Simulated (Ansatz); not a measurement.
Worked example: vertical ionisation energy of CH3ClF2Si (SMILES C[Si](F)(F)Cl)

CH3ClF2Si: 8 atoms, total charge 0, spin state singlet. SMILES: `C[Si](F)(F)Cl`. The coordinates come from a PBE0-D4/def2-TZVP relaxation.

```xyz
8

C    -0.8085   -0.2990    0.5122
Si    0.6906    0.1514   -0.4392
F     1.9870   -0.4723    0.2191
F     0.6162   -0.4156   -1.9142
Cl    0.9631    2.1585   -0.5609
H    -0.9171   -1.3854    0.5498
H    -0.7402    0.0804    1.5334
H    -1.6988    0.1248    0.0441
```

Both states at this one shape; open shells run unrestricted unless said. 1 Eh = 27.2114 eV.

```
                                     level  program  singlet CH3ClF2Si (Eh)  doublet CH3ClF2Si+ (Eh)  HOMO of the first (eV)
  B2PLYP/def2-SVP, 13 core orbitals frozen   Ansatz             -988.594158              -988.153498                  -10.75
PBE-QIDH/def2-SVP, 13 core orbitals frozen   Ansatz             -988.271802              -987.816937                  -11.86
```

Q: Work out the vertical ionisation energy at each level.

A: 
1. B2PLYP/def2-SVP: -988.153498 − (-988.594158) = 0.440660 Eh = 11.99 eV; −ε(HOMO) = 10.75 eV.
2. PBE-QIDH/def2-SVP: -987.816937 − (-988.271802) = 0.454865 Eh = 12.38 eV; −ε(HOMO) = 11.86 eV.

No measured value is set beside it here; the levels span 11.99 to 12.38 eV.
